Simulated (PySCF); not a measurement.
Molecule: 5,5-difluoro-1,3-dioxane (FC1(F)COCOC1, C₄H₆F₂O₂).

Cartesian coordinates in Å; atom numbers follow the order of the lines, from 1:
```xyz
14

F    -1.2610    1.5563   -0.7839
C    -0.6729    0.9236    0.2558
F    -1.0422    1.5705    1.3887
C    -1.1500   -0.5182    0.3125
O    -0.5819   -1.2565   -0.7328
C     0.8065   -1.1712   -0.7325
O     1.2604    0.1310   -0.9197
C     0.8380    0.9844    0.1064
H    -2.2433   -0.5469    0.2063
H    -0.8737   -0.9324    1.3025
H     1.2089   -1.5761    0.2255
H     1.1716   -1.7689   -1.5770
H     1.1408    2.0100   -0.1461
H     1.2881    0.7069    1.0806
```

Spin–spin couplings on one PBE0-D3(BJ)/def2-SVP geometry, PySCF 2.14, gas phase, non-relativistic, equivalent pairs averaged (spin–dipole term only in couplings to heteroatoms); isotopes ¹⁹F; functional B3LYP.

Reference values (Hz): ²J(F1,F3) = 253.0 (measured; solution; Gryff-Keller and Szczecinski, RSC Adv. 2016, 6, 82783).

Q: How do the couplings (Hz) change with the basis set? Times are CPU seconds on 1 thread of an x86-64 server CPU, shared host. Far from the basis limit: pcJ-0, 6-31G*, def2-TZVP, cc-pVTZ.

A: 
| basis set | functions | ²J(F1,F3) | abs. error | core-s |
| --- | --- | --- | --- | --- |
| pcJ-0 | 122 | 141.8 | 111.2 | 18 |
| 6-31G* | 124 | 278.6 | 25.6 | 18 |
| pcJ-1 | 276 | 227.7 | 25.3 | 50 |
| def2-TZVP | 284 | 172.1 | 80.9 | 68 |
| cc-pVTZ | 324 | 176.2 | 76.8 | 84 |

Errors compare magnitudes, without vibrational corrections. Closest: pcJ-1 and 6-31G*, practically level; furthest: pcJ-0.

The Fermi-contact term samples the wavefunction at the nucleus, which is why sets with added tight s functions (names with J) are made for couplings. Agreement of an ordinary basis with the reference is then largely a cancellation of errors.
